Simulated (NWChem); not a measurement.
Species: CdF$_{2}$; SMILES [F][Cd][F]

def2 effective core potentials on Cd; no spin-orbit coupling.

Give the equilibrium geometry at PBE0/def2-SVP with def2 effective core potentials on Cd (NWChem) as a Z-matrix, with the point group.

point group D*h; any orientation.
```
Cd
F 1 1.9186
F 1 1.9186 2 180.00
```
